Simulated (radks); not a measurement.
Values are calculated unless marked as measured or tabulated.
Polarisability of the holmium ion Ho2+, [Xe] 4f11, at imaginary frequency. Level of theory: scalar-relativistic Kohn-Sham, LB94 model potential, spin-unpolarised, spherical densities, finite nucleus; Fermi nuclear charge, rms radius 5.2022 fm (a radial shooting solver on a logarithmic mesh with Libxc functionals). Response by self-consistent Sternheimer equations with the Hartree and adiabatic LDA kernel, the relativistic mass of each level held fixed and spin-orbit coupling left out.

| w (hartree) | alpha1(iw) (bohr^3) |
|---|---|
| 0.00266 | 7.552 |
| 0.0143 | 7.544 |
| 0.0360 | 7.502 |
| 0.0697 | 7.375 |
| 0.118 | 7.103 |
| 0.186 | 6.670 |
| 0.280 | 6.125 |
| 0.413 | 5.519 |
| 0.605 | 4.818 |
| 0.892 | 3.941 |
| 1.35 | 2.885 |
| 2.12 | 1.812 |
| 3.59 | 0.9422 |
| 6.94 | 0.3785 |
| 17.5 | 0.09155 |

Static values: alpha1 = 7.552 bohr^3 (1.119 angstrom^3; uncoupled 17.09). C6 = 40.37, triple-dipole C9 = 194.3 atomic units. One-pole (London) frequency 4 C6 / (3 alpha1^2) = 0.944 hartree, against 0.948 for minus the highest occupied eigenvalue.
